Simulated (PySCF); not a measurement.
A structure optimised at B3LYP-D3(BJ)/def2-SVP, used in a PySCF frequency run:

```
Ge
C 1 1.9526
H 2 1.0990 1 109.19
H 2 1.0993 3 109.42 1 119.87
H 2 1.1000 3 109.61 4 119.97
S 1 2.2432 2 107.30 3 -59.29
H 6 1.3529 1 94.03 2 168.65
S 1 2.2500 2 106.41 3 177.37
H 8 1.3527 1 94.22 2 -177.41
S 1 2.2504 2 114.51 3 57.16
H 10 1.3538 1 93.57 2 84.69
```
Charge 0, spin multiplicity 1.

**Question.** Write its SMILES and formula.

**Answer.** [CH3][Ge]([SH])([SH])[SH], CH6GeS3

**Question.** What are its rotational constants (standard atomic weights)?

**Answer.** 1.5663, 1.4417, 1.1210 GHz
